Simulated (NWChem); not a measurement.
System: C₅H₃NS; SMILES C#Cc1cncs1

Input file for NWChem:

```
start job
memory heap 200 mb stack 900 mb global 1100 mb
geometry units angstroms noautosym nocenter noautoz
  C     -0.032415     3.087152     0.002513
  C     -0.118630     1.876286    -0.000419
  C     -0.214801     0.467148    -0.001626
  C     -1.347106    -0.324550    -0.001220
  N     -1.135889    -1.664139     0.000757
  C      0.134854    -1.932485     0.001844
  S      1.182486    -0.561744     0.000440
  H      0.037965     4.159455     0.009592
  H     -2.362039     0.075930    -0.002591
  H      0.547688    -2.944376     0.003294
end
basis spherical
  * library def2-svp
end
dft
  xc pbe0
  iterations 150
end
cosmo
  do_cosmo_smd true
  solvent toluene
end
task dft energy
```

Geometry: optimised at PBE0/def2-SVP. Solvent: toluene.

Level: PBE0/def2-SVP with SMD (1 M gas to 1 M solution), gas-phase geometry.

**Question.** Predict the main results of this run. (PBE0/def2-SVP, SMD on the gas-phase geometry.) Quantities: solvation free energy (kcal/mol); cavity-dispersion-structure term (kcal/mol); dipole in solution (D).

**Answer.** The solvation free energy (kcal/mol) is -4.3 and the cavity-dispersion-structure term (kcal/mol) is -0.8. The dipole in solution (D) is 1.42.
